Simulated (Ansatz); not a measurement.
Reaction (redistribution): `C[B]([GeH3])[SeH]` + `C=NBF` → `C=NB[SeH]` + `C[B](F)[GeH3]`

Program: Ansatz. Geometries: PBE0-D4/def2-TZVP. ΔE: electronic, gas phase. CBS: MP2 limit from def2 TZ/QZ plus the TZ coupled-cluster correction, frozen cores. Functionals use def2-TZVPP. B3LYP here is the variant with VWN-RPA as its local correlation; programs differ in this. For Ge, Se outer-core shells are correlated without core-valence functions, which leaves a few kJ/mol of doubt a bond. Scalar relativity is left out up to krypton. One conformer a species, not always the lowest.

**Question.** Is it downhill or uphill in electronic energy at CCSD(T)/CBS, and by how much? (An estimate is asked.)

**Answer.** Ansatz gave: Uphill: ΔE = +11.9 kJ/mol.

**Question.** What do these levels give: PBE-D4, PBE0-D4, ωB97X-V, ωB97M-V, PBE, B3LYP, HF/def2-TZVPP, SCS-MP2/def2-TZVPP, CCSD/def2-TZVPP, HF/def2-QZVPP, MP2/def2-QZVPP, CCSD/CBS(def2)? (An estimate is asked.)

**Answer.** Ansatz gave: PBE-D4 4.8, PBE0-D4 7.0, ωB97X-V 6.0, ωB97M-V 6.5, PBE 2.3, B3LYP 1.8, HF/def2-TZVPP 6.0, SCS-MP2/def2-TZVPP 12.8, CCSD/def2-TZVPP 11.1, HF/def2-QZVPP 5.5, MP2/def2-QZVPP 14.1, CCSD/CBS(def2) 10.9 kJ/mol.

Largest T1 diagnostic among the species: 0.014.

The D4 term adds +4.1 kJ/mol with B3LYP and +2.2 kJ/mol with PBE0; it sums over pairs of atoms, weighted by their polarisabilities, and B3LYP, whose exchange is more repulsive, gets the larger term. In def2-TZVPP, CCSD(T) changes the Hartree–Fock value by +6.1 kJ/mol (the triples alone add +1.0 kJ/mol) and MP2 by +8.3 kJ/mol.
